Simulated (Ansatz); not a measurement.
Calculated with Ansatz (gas phase, PBE0-D4/def2-TZVP geometries, no zero-point term in ΔE). CCSD(T)/CBS adds triple-zeta CCSD(T) − MP2 to the extrapolated MP2 energy (def2 sets, frozen cores). DFT in def2-TZVPP. B3LYP here is the variant with VWN-RPA as its local correlation; programs differ in this. One conformer a species, not always the lowest.

Consider the cleavage of the Si–Al bond: `O[SiH2][AlH][SiH3]` + `O[SiH](O)S` → `O[SiH](O)S[SiH3]` + `O[SiH2][AlH2]`.

(1) Is it downhill or uphill in electronic energy at CCSD(T)/CBS, and by how much? (An estimate is asked.)

(2) What do these levels give: PBE-D4, PBE0-D4, B3LYP-D4, PBE, r2SCAN, B3LYP, HF/def2-TZVPP, CCSD/def2-TZVPP, CCSD(T)/def2-TZVPP, HF/def2-QZVPP, SCS-MP2/def2-QZVPP, MP2/CBS(def2)? (An estimate is asked.)

Largest T1 diagnostic among the species: 0.013.

Answers

(1) Computed: Downhill: ΔE = -0.59 eV.

(2) The calculation gave: PBE-D4 -0.44, PBE0-D4 -0.50, B3LYP-D4 -0.57, PBE -0.41, r2SCAN -0.54, B3LYP -0.52, HF/def2-TZVPP -0.67, CCSD/def2-TZVPP -0.56, CCSD(T)/def2-TZVPP -0.56, HF/def2-QZVPP -0.68, SCS-MP2/def2-QZVPP -0.69, MP2/CBS(def2) -0.72 eV.

The D4 term adds −0.06 eV with B3LYP and −0.03 eV with PBE0; it sums over pairs of atoms, weighted by their polarisabilities, and B3LYP, whose exchange is more repulsive, gets the larger term. From PBE to PBE0 (25 % exact exchange), in def2-TZVPP and without D4, ΔE moves by −0.06 eV.
